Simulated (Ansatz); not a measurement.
Reaction (SMILES): [Ga][Cl] (Cl-Ga) (closed-shell singlet) → Cl atom + Ga atom
B3LYP-D3(BJ)/def2-TZVP geometries, fixed; electronic energies without zero-point terms.

Basis-set convergence of the atomisation energy at wB97M-V with Ansatz (a first-principles code). Cartesian d functions, on some or all atoms, in 3-21G, 6-31G, 6-31G**; all else is spherical. The program fits the integrals of some runs and decomposes those of others, by size. Open shells are unrestricted. The functional holds VV10 correlation; no added dispersion term, no relativity. Functions are those of the species that has most. Reference: the value in aug-cc-pV(5+d)Z, 112.68 kcal/mol, itself unsure by roughly 0.08 kcal/mol (its mean distance from pcseg-4, aug-pcseg-3, aug-cc-pV(Q+d)Z). Deviations are taken from unrounded values.

```tsv
basis	functions	atomisation energy (kcal/mol)	minus reference (kcal/mol)
3-21G	36	117.02	4.34
6-31G	42	105.90	-6.78
pcseg-1	45	110.45	-2.23
def2-SVP	50	113.06	0.39
6-31G**	54	110.29	-2.39
aug-pcseg-1	63	111.11	-1.57
def2-SVPD	65	113.47	0.79
cc-pV(T+d)Z	82	113.01	0.33
def2-TZVP	85	113.27	0.59
def2-TZVPD	100	113.36	0.68
def2-TZVPPD	105	113.35	0.67
aug-pcseg-2	109	112.52	-0.16
cc-pV(Q+d)Z	132	112.82	0.14
pcseg-3	132	112.58	-0.10
def2-QZVPP	159	112.83	0.15
def2-QZVPPD	174	112.84	0.16
aug-pcseg-3	182	112.61	-0.07
aug-cc-pV(5+d)Z	276	112.68	0.00
```

The smallest set listed that lies within 1 kcal/mol of the reference with all its larger relatives (same family, alike in diffuse functions; a set with none counts only in the reference's own line) is def2-SVP (50 functions, 0.39 kcal/mol off). (Relatives not listed, tested too: def2-TZVPP 0.59, def2-QZVP 0.09, cc-pV(5+d)Z 0.00, pcseg-4 0.01 kcal/mol.)
